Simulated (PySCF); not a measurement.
Worked example: oscillator strength and radiative lifetime

C₂H₃ClFNSi, SMILES C#C[Si@@](N)(F)Cl.

Coordinates come from a B3LYP-D3(BJ)/def2-SVP optimisation. The structure was generated by enumeration; whether it is a known compound was not checked. One conformer was computed; it need not be the lowest.

PySCF 2.14.0 with TDA-PBE/def2-SVPD puts the first singlet state with f over 0.02 at 5.74 eV (vertical), with the transition dipole (-0.449, 0.052, -0.246) in atomic units.

**Question.** Find the oscillator strength, the wavelength and the radiative lifetime that this transition would have in vacuum if emission retraced absorption.

**Answer.** 
|μ|² = 0.2648 au, so |μ| = 1.31 D. ΔE = 5.74/27.211 = 0.2109 hartree. f = (2/3) ΔE |μ|² = 0.037 (the program prints 0.037).
λ = 1239.84/5.74 = 216 nm; ν = 46296 cm⁻¹.
Einstein's coefficient A = 0.6670 ν² f s⁻¹ (ν in cm⁻¹) = 5.3e7 s⁻¹, so τ = 1/A = 19 ns. This state is S2; the lower singlet has f = 0.002. The figure is the radiative limit of this one transition; relaxation, internal conversion, crossing to triplets and a medium change what is measured.
